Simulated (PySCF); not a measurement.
C₄H₁₀Si.
Geometry (PBE0-D3(BJ)/def2-SVP, Å), atoms numbered from 1 in this order:
```xyz
15
C4H10Si angstrom
C      2.784    0.371   -0.709
C      1.901   -0.138    0.151
C      0.544    0.426    0.438
C     -0.587   -0.539    0.062
Si    -2.317    0.126    0.412
H      2.567    1.284   -1.274
H      3.757   -0.098   -0.878
H      2.159   -1.058    0.693
H      0.472    0.666    1.514
H      0.423    1.381   -0.100
H     -0.471   -1.495    0.603
H     -0.523   -0.792   -1.010
H     -3.354   -0.873    0.008
H     -2.479    0.419    1.871
H     -2.553    1.393   -0.347
```

Level: PBE0/def2-SVPD in PySCF, non-relativistic, on one gas-phase PBE0-D3(BJ)/def2-SVP geometry that isn't relaxed in the solvent. The solvent is an IEF-PCM continuum (cavity from Bondi-type radii × 1.2), and excitations are vertical TDDFT with non-equilibrium linear response and a frozen core. The model holds no explicit solvent molecules, cavitation or dispersion.

```csv
run,E − E(gas) (kJ/mol),HOMO (eV),HOMO–LUMO gap (eV),dipole (D),lowest singlet (eV),static polarisability (au)
gas,0.00,-7.48,7.61,0.53,6.99,80.4
P,-5.14,-7.42,7.62,0.61,6.99,99.2
Q,-7.29,-7.43,7.63,0.65,7.00,108.7
```

Q: The runs were made in chloroform and dimethylsulfoxide. Which run belongs to which solvent?

A: P = chloroform, Q = dimethylsulfoxide. The dielectric constants are 4.711 (chloroform), 46.83 (dimethylsulfoxide), and the energy falls further as ε rises. The optical constants n² used for the excitations are 2.09, 2.19 in the same order. In this model the ground state sees the solvent through ε alone.

Q: How constant is the ratio of the lowering to (ε − 1)/(2ε + 1)?

A: 
```csv
solvent,(ε − 1)/(2ε + 1),E − E(gas) (kJ/mol),ratio (kJ/mol),polarisation term (kJ/mol)
chloroform,0.356,-5.14,-14.4,-5.51
dimethylsulfoxide,0.484,-7.29,-15.1,-8.05
```

The ratio changes by +4.3 % in size from chloroform to dimethylsulfoxide. The polarisation term is half the interaction of the solute with the induced surface charges.
